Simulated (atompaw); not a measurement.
**LDA (PW92) PAW (atompaw) dataset for Ti (Z = 22), scalar-relativistic all-electron reference.**

* Element: titanium
* Generator: atompaw 4.2.0.5
* Type: PAW
* Functional: LDA (PW92)
* Relativity: scalar-relativistic
* Frozen core: [Ne] 3s2
* Valence charge: 10
* Reference configuration: 3p6 3d2.5 4s1.5 4p0
* Partial waves: 4s (bound): rc 2.85 bohr; 4s channel at 2.9 Ry: rc 2.85 bohr; 3p (bound): rc 1.70 bohr; 4p (bound, empty): rc 2.85 bohr; 3d (bound): rc 1.85 bohr; 3d channel at 0.95 Ry: rc 1.85 bohr
* Local potential: ultrasoft scheme with l = 3 at 0 Ry, radius 2.05 bohr
* Core correction: smooth core density matched at 1.80 bohr
* Augmentation charge: sinc compensation charge, radius 2.65 bohr; PAW radius 2.85 bohr; waves and projectors: custom rrkj gramschmidtortho

All-electron outer shells of the reference configuration (LDA (PW92), scalar-relativistic, ld1.x):

```json
{"shell": "2p", "level (eV)": "-441.80", "outermost node (bohr)": "–", "outermost maximum (bohr)": "0.22"}
{"shell": "3s", "level (eV)": "-60.37", "outermost node (bohr)": "0.40", "outermost maximum (bohr)": "0.87"}
{"shell": "3p", "level (eV)": "-36.97", "outermost node (bohr)": "0.37", "outermost maximum (bohr)": "0.90"}
{"shell": "4s", "level (eV)": "-4.18", "outermost node (bohr)": "1.25", "outermost maximum (bohr)": "2.96"}
{"shell": "3d", "level (eV)": "-3.08", "outermost node (bohr)": "–", "outermost maximum (bohr)": "1.00"}
{"shell": "4p", "level (eV)": "-1.33", "outermost node (bohr)": "1.40", "outermost maximum (bohr)": "3.99"}
```

Results:

```
Cutoffs needed                                           : 30 Ry and 50 Ry (the cutoffs (Ry, on a coarse ladder) from which the occupation-weighted sum of valence levels, in a spherical-Bessel basis at the reference potential, stays within 10 and 1 mRy of its value at 400 Ry)
Ghost test                                               : no extra level below or beside the all-electron valence levels (s, p, d, f tested) (spherical-Bessel basis up to 400 Ry, 20 bohr box)
Lowest eigenvalue of the overlap operator                : 0.54 (p channel)
Overlap eigenvalues printed by atompaw (projector basis) : 0.336, 0.743, 3.91, 8.85, 11.5, 136
Share of each valence orbital outside the PAW sphere     : 4s 68 %, 3p 0 %, 4p 88 %, 3d 14 %
```

Generation and tests took about 5.5 s on one core of a shared server CPU.
